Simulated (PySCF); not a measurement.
**KLi⁺ at UHF-CCSD**

Level: UHF-CCSD. K aug-pcseg-1, Li aug-pcseg-1; no relativity (PySCF 2.14).

For KLi⁺, the state is ²Σ⁺ (doublet), unpaired electrons σ ↑. The bond length is 3.944 Å. The harmonic wavenumber is 147 cm⁻¹ and the force constant is 0.0752 mdyn/Å. The rotational constant Be is 0.1822 cm⁻¹. The anharmonicity ωexe is 1.02 cm⁻¹ and the vibration–rotation constant αe is 0.00182 cm⁻¹. The well depth De to K⁺ + Li is 12.0 kcal/mol. The dissociation energy D0 is 11.8 kcal/mol.

Correlated steps freeze 5 core orbitals. Correlated levels converge slowly with the basis: in double zeta they bind strong bonds too weakly, by up to about 1 eV, and carry superposition errors of some tenths. For an ion De counts to the pair picked by the measured ionisation energies or electron affinities, which need not be the lowest pair at this level. The state was picked by a PBE0 search and need not be the measured ground state.
